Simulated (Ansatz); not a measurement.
`[NH]1[SiH2][SiH2][GaH]1`, relaxed with RKS PBE0-D4/def2-TZVP in the Gaussian-basis code of Ansatz from a GFN2-xTB geometry. The force threshold is 0.005 eV/Å; the program also tests the step.

Charge 0, multiplicity 1.

Start:

```xyz
10

N     1.240    0.479   -0.314
Si    0.353    0.504    1.155
Si   -1.443   -0.618    0.124
Ga    0.179   -0.422   -1.671
H     2.158    0.906   -0.318
H     0.034    1.856    1.642
H     0.994   -0.240    2.252
H    -2.729    0.040   -0.191
H    -1.788   -2.025    0.422
H     1.001   -0.480   -3.100
```

By how much does the energy fall, and how many steps does the optimiser take? (Estimate.)

Ansatz gave: 22.58 kJ/mol, in 8 steps, 1 of them rejected.

Which bonds change most? (Best estimate.)

Computed: Ga4–H10 from 1.649 to 1.562 Å; N1–Ga4 from 1.944 to 1.860 Å; N1–Si2 from 1.717 to 1.739 Å; Si2–H6 from 1.472 to 1.493 Å.

Give the relaxed structure. (Best estimate.)

Ansatz gave: 
```xyz
10

N     1.280    0.497   -0.300
Si    0.309    0.481    1.143
Si   -1.421   -0.644    0.017
Ga    0.305   -0.349   -1.638
H     2.202    0.903   -0.357
H    -0.025    1.843    1.657
H     0.935   -0.258    2.279
H    -2.698    0.097   -0.172
H    -1.729   -2.030    0.463
H     0.843   -0.538   -3.092
```
